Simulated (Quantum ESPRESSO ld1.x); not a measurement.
Initial-state core-level shifts of neutral sulfur when its valence configuration changes from [Ne] 3s2 3p4. Calculated with ld1.x of Quantum ESPRESSO 7.5: Dirac Kohn-Sham, revPBE, spin-unpolarised, spherical densities, point nucleus; open shells are shared between the two j in proportion to 2j + 1. Shifts are changes of the shell-averaged eigenvalues in eV (positive: less bound).

[
 {"valence": "3p6", "1s": "-2.915", "2s": "-2.850", "2p": "-2.824"},
 {"valence": "3s1 3p5", "1s": "-1.497", "2s": "-1.460", "2p": "-1.448"},
 {"valence": "3s0.5 3p5.5", "1s": "-2.215", "2s": "-2.163", "2p": "-2.144"},
 {"valence": "3s1.5 3p4.5", "1s": "-0.759", "2s": "-0.740", "2p": "-0.734"}
]
